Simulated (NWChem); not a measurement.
Molecule: AgCl; SMILES [Cl][Ag]

Results from NWChem. Coordinates come from a PBE-D3(BJ)/def2-SVP optimisation. def2 effective core potentials on Ag; no spin-orbit coupling. Level BLYP/def2-TZVP: single points from the atomic guess with DIIS by default; each run changes one setting, and all converged runs end within 0.3 mHa of each other. cgmin counts macro-iterations, each dearer than a DIIS step. NWChem's automatic level shift, which a small gap switches on, acted in some of these runs.

**Question.** Which setting needs the most SCF iterations, or fails (occupation smearing of 0.005 Ha; quadratically convergent solver (cgmin); defaults; DIIS on 3 Fock matrices; level shift of 0.5 Ha throughout; core-Hamiltonian guess)?

**Answer.** level shift of 0.5 Ha throughout, with 28 against 9 for the defaults.
| setting | SCF iterations |
|---|---|
| defaults | 9 |
| occupation smearing of 0.005 Ha | 9 |
| DIIS on 3 Fock matrices | 10 |
| core-Hamiltonian guess | 20 |
| level shift of 0.5 Ha throughout | 28 |
| quadratically convergent solver (cgmin) | 7 |
